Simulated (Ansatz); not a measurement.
Q: Name a neutral molecule of C, F, O, Si and H with LUMO energy (ωB97M-V/def2-TZVPP) between 1.75 and 2.05 eV and HOMO–LUMO gap (PBE0/def2-TZVPP) between 8.70 and 9.00 eV (Ansatz, PBE0-D4/def2-TZVP geometry).

A: `F[SiH2]OC[SiH3]` (1.94 eV, 8.88 eV); `OC(F)[SiH3]` (2.03 eV, 8.98 eV); `OC(O)(F)[SiH3]` (1.88 eV, 8.78 eV); `O[Si@@H]1C[C@@H](F)O1` (2.00 eV, 8.88 eV). Other molecules can fit too; these were computed, each in one conformer that needn't be the lowest.
